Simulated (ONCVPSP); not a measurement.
Varying the ONCV potential for He

Base potential:

| Property | Result |
| --- | --- |
| Element | helium (He) |
| Generator | ONCVPSP 4.0.1 |
| Type | optimised norm-conserving Vanderbilt (ONCV) |
| Functional | LDA (Perdew-Wang 92) |
| Relativity | scalar-relativistic |
| Frozen core | none |
| Valence charge | 2 |
| Reference configuration | 1s1 (charge +1) |
| Partial waves | 1s: rc 0.70 bohr, ncon 4, nbas 8, qcut 18.8 1/bohr, 2 projectors, debl 3.7 Ha; p scattering state at 0.17 Ha: rc 0.65 bohr, ncon 3, nbas 6, qcut 13.7 1/bohr, 2 projectors, debl 2.5 Ha |
| Local potential | polynomial inside 0.55 bohr (lpopt 5, dvloc0 -1 Ha) |
| Core correction | none |

Cutoffs, loose and tight: the cutoffs (Ha) at which the residual kinetic energy of the hardest occupied pseudo-wave falls to 1 and 0.1 mHa per electron. They do not see the model core or the augmentation charge, which bear on the density cutoff. Test errors are all-electron minus pseudo excitation energies from the reference, over the configurations 1s2; 1s1.5. A dash means not determined; rows that change the core or the reference have their own tests.

| change | outcome | cutoff, loose | cutoff, tight | bound ghosts | GHOST(+) flags above zero | largest test error (meV) |
| --- | --- | --- | --- | --- | --- | --- |
| base | generated | 82 Ha | 110 Ha | none | none | +7.4 |
| p: qcut 12.7 | generated | 82 Ha | 110 Ha | none | none | +7.4 |
| local potential polynomial inside 0.55 bohr (lpopt 5, dvloc0 9.5 Ha) | generated | 82 Ha | 110 Ha | none | none | +7.2 |
| p: qcut 11.3 | generated | 82 Ha | 110 Ha | none | p | +7.4 |
| local potential polynomial inside 0.65 bohr (lpopt 2, dvloc0 2 Ha) | generated | 82 Ha | 110 Ha | none | none | +7.2 |

Q: What comes out with this change to the base: reference 1s2?

A: outcome: generated; cutoff, loose: 78 Ha; cutoff, tight: 107 Ha; bound ghosts: none; GHOST(+) flags above zero: none; largest test error (meV): +5.8.

Q: What comes out with this change to the base: s: qcut 18.2; p: qcut 13.2?

A: outcome: generated; cutoff, loose: 80 Ha; cutoff, tight: 107 Ha; bound ghosts: none; GHOST(+) flags above zero: none; largest test error (meV): +7.9.

Q: What comes out with this change to the base: s: ncon 5, nbas 9?

A: outcome: generated; cutoff, loose: 88 Ha; cutoff, tight: 117 Ha; bound ghosts: none; GHOST(+) flags above zero: none; largest test error (meV): +6.0.
